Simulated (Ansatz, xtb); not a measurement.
# Two isomers of C2H7NOSi

Structure a: `C=CO[SiH2]N`, a singlet. Structure b: `N[Si@@H]1CCO1`, a singlet. Both are isolated molecules in the gas phase, relaxed with B3LYP-D3(BJ)/def2-SVP; the shapes shown needn't be the lowest conformers.

a (Å):

```xyz
12

C    -1.5385    1.3936    0.5896
C    -0.5229    1.4176   -0.2773
N     2.7263    3.1229   -0.7783
O     0.7629    1.1740    0.0740
Si    2.1406    1.5087   -0.8447
H    -2.5555    1.5770    0.2407
H    -1.3700    1.1838    1.6483
H    -0.6924    1.6246   -1.3451
H     3.1654    0.6094   -0.2703
H     1.7956    1.2275   -2.2662
H     3.1493    3.4890    0.0694
H     2.2846    3.8631   -1.3148
```

b (Å):

```yaml
atoms:
  - { symbol: C, position_ang: [0.5255, 1.4881, 1.0775] }
  - { symbol: C, position_ang: [-0.5653, 1.4366, 2.1783] }
  - { symbol: N, position_ang: [-1.0836, 0.0595, -1.1821] }
  - { symbol: O, position_ang: [-1.7652, 1.2687, 1.3867] }
  - { symbol: Si, position_ang: [-0.9508, 1.3812, -0.1024] }
  - { symbol: H, position_ang: [-0.9464, -0.9032, -0.8920] }
  - { symbol: H, position_ang: [-1.6086, 0.1262, -2.0470] }
  - { symbol: H, position_ang: [-1.3183, 2.5752, -0.9113] }
  - { symbol: H, position_ang: [1.1312, 2.4058, 1.0627] }
  - { symbol: H, position_ang: [1.2007, 0.6190, 1.0743] }
  - { symbol: H, position_ang: [-0.6237, 2.3658, 2.7715] }
  - { symbol: H, position_ang: [-0.4537, 0.5905, 2.8787] }
```

Problem. Which of the two would you expect CCSD(T)/def2-SVP + ΔMP2/def2-TZVPP electronic energies to favour?

Solution. Structure b; the calculation gives E(b) − E(a) = −8.0 kcal/mol.

Level by level:

```tsv
level	geometry	E(b) − E(a) (kcal/mol)	departure from the last row (kcal/mol)	job, with rough time for the two
GFN2-xTB	GFN2-xTB	+4.1	+12.1	optimisation, 0.2 s
HF/STO-3G	GFN2-xTB	−29.4	−21.3	single point, 0.24 s
r2SCAN-D4/def2-SVP	GFN2-xTB	−8.0	0.0	single point, 3.3 s
B3LYP-D3(BJ)/def2-SVP	B3LYP-D3(BJ)/def2-SVP	−4.6	+3.5	optimisation, 1.7 min
HF/def2-SVP	B3LYP-D3(BJ)/def2-SVP	−2.2	+5.8	part of the CCSD(T) run
MP2/def2-SVP	B3LYP-D3(BJ)/def2-SVP	−7.2	+0.8	part of the CCSD(T) run
CCSD(T)/def2-SVP	B3LYP-D3(BJ)/def2-SVP	−5.0	+3.0	single point
CCSD(T)/def2-SVP + ΔMP2/def2-TZVPP	B3LYP-D3(BJ)/def2-SVP	−8.0		single point, 27 s
```

As drawn, b has 1 C–Si, 1 C–C, 1 C–H in place of 1 C=C, 1 Si–H. Structure a has no ring, b a 4-membered ring.

GFN2-xTB puts the two in the other order. The largest departure from CCSD(T)/def2-SVP + ΔMP2/def2-TZVPP is that of HF/STO-3G, 21.3 kcal/mol. The last row adds to CCSD(T) the change of the MP2 difference between the two basis sets, here −3.0 kcal/mol, a large step that makes the value less sure.

With harmonic frequencies from B3LYP-D3(BJ)/def2-SVP (ideal gas, rigid rotor, one conformer each, 298.15 K, 1 atm): on the last row, ΔE + ΔZPE = −5.6, ΔH = −6.2, ΔG = −4.3 kcal/mol.

The correlated steps freeze 9 core orbitals. Codes used: Ansatz 0.2.0, xtb 6.7.1; the last row on 2 threads of Arm Neoverse V2 on a shared host.
